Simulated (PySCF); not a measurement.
Start geometry of `N#CB(Br)Br` from GFN2-xTB (Å):
```
atom  x, y, z in Å
N1     2.223   -0.100   -0.006
C2     1.050   -0.039   -0.007
B3    -0.484    0.014   -0.009
Br4   -1.306    1.675   -0.010
Br5   -1.451   -1.585   -0.006
```

What comes out of this run: PySCF, PBE0-D3(BJ)/def2-SVP geometry optimisation, gas phase?

```
atom  x, y, z in Å
N1     2.218    0.009   -0.017
C2     1.058    0.000   -0.011
B3    -0.475   -0.010   -0.005
Br4   -1.395    1.638   -0.004
Br5   -1.372   -1.671   -0.001
```

The energy falls by 0.032 eV over 8 energy and gradient evaluations, the largest force component goes from 0.0327 to 1.5e-04 Eh/bohr, and the atoms move by 0.017 Å rms after alignment. The bond that changes most is B3–Br4 (ends: three-coordinate boron; bromine bonded to B), which lengthens by 0.034 Å. Bonds longer at the end by more than 0.005 Å: 2 of 4; shorter: 1. Rotational constants go from 2292, 1202, 788.7 to 2287, 1169, 773.7 MHz. The orientation of the end geometry is arbitrary; only internal coordinates are fixed.

The run used 106 basis functions and 62 SCF cycles in all. Hardware: one thread, Arm Neoverse V1 (aarch64), no GPU, on a shared host. Cost: 44 s wall, 0.45 GiB resident at most.

PBE0-D3(BJ)/def2-SVP frequencies: not computed here.
